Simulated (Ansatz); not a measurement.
The inner images of a band of Cl3Ga + H4Si (9 atoms, charge 0, multiplicity 1) are given out of order.

Computed with RKS BHLYP/def2-SVP in Ansatz.

Initial state:

```xyz
9
Properties=species:S:1:pos:R:3
Ga -0.064 0.299 0.262
Cl 0.252 1.516 1.983
Cl 1.600 -0.216 -0.980
Cl -2.036 0.056 -0.519
Si 0.171 -2.937 1.083
H -0.209 -3.199 -0.317
H 1.594 -3.229 1.340
H -0.715 -3.643 2.030
H -0.028 -1.471 1.353
```

Final state:

```xyz
9
Properties=species:S:1:pos:R:3
Ga 0.064 -0.881 -0.148
Cl 0.336 0.525 2.388
Cl 1.587 0.150 -1.274
Cl -1.873 0.121 -0.288
Si 0.281 -3.091 0.753
H 0.040 -4.087 -0.317
H 1.645 -3.273 1.298
H -0.717 -3.275 1.830
H -0.798 0.988 1.993
```

Task: Put them in order from the first end to the last, with their energies above the first end.
A.
```xyz
9
Properties=species:S:1:pos:R:3
Ga -0.013 -0.286 -0.108
Cl -0.361 0.212 2.143
Cl 1.853 0.589 -0.751
Cl -1.776 0.197 -1.253
Si 0.178 -2.637 0.565
H -0.985 -3.550 0.630
H 1.420 -3.443 0.566
H 0.230 -2.389 2.229
H 0.021 -1.517 2.214
```
B.
```xyz
9
Properties=species:S:1:pos:R:3
Ga -0.005 0.358 0.236
Cl -0.110 1.413 2.085
Cl 1.879 0.105 -0.736
Cl -1.785 0.029 -0.893
Si 0.122 -2.987 1.100
H -0.825 -3.408 0.052
H 1.515 -3.310 0.744
H -0.247 -3.527 2.423
H 0.021 -1.495 1.224
```
C.
```xyz
9
Properties=species:S:1:pos:R:3
Ga 0.082 -0.739 -0.286
Cl -0.992 0.231 2.259
Cl 1.784 0.600 -0.174
Cl -1.505 -0.010 -1.551
Si 0.223 -2.943 0.648
H -1.091 -3.620 0.589
H 1.238 -3.752 -0.064
H 0.635 -2.800 2.065
H 0.192 0.209 2.750
```
D.
```xyz
9
Properties=species:S:1:pos:R:3
Ga 0.224 -0.820 -0.160
Cl -0.149 0.435 2.491
Cl 1.898 0.351 -0.852
Cl -1.689 0.064 -0.700
Si 0.382 -3.055 0.708
H -0.831 -3.815 0.331
H 1.585 -3.737 0.184
H 0.465 -2.969 2.184
H -1.319 0.723 2.049
```
E.
```xyz
9
Properties=species:S:1:pos:R:3
Ga -0.017 0.080 0.136
Cl -0.396 0.648 2.191
Cl 1.930 0.422 -0.681
Cl -1.662 0.118 -1.230
Si 0.149 -2.887 1.050
H -1.082 -3.465 0.499
H 1.389 -3.381 0.442
H 0.197 -2.930 2.511
H 0.058 -1.428 1.318
```

Result: B (+0.03 eV), E (+0.75 eV), A (+1.77 eV), C (+0.82 eV), D (+0.78 eV).

The run took 4.3 min on 4 threads of Arm Neoverse V2 (shared host), peak memory 0.37 GiB.
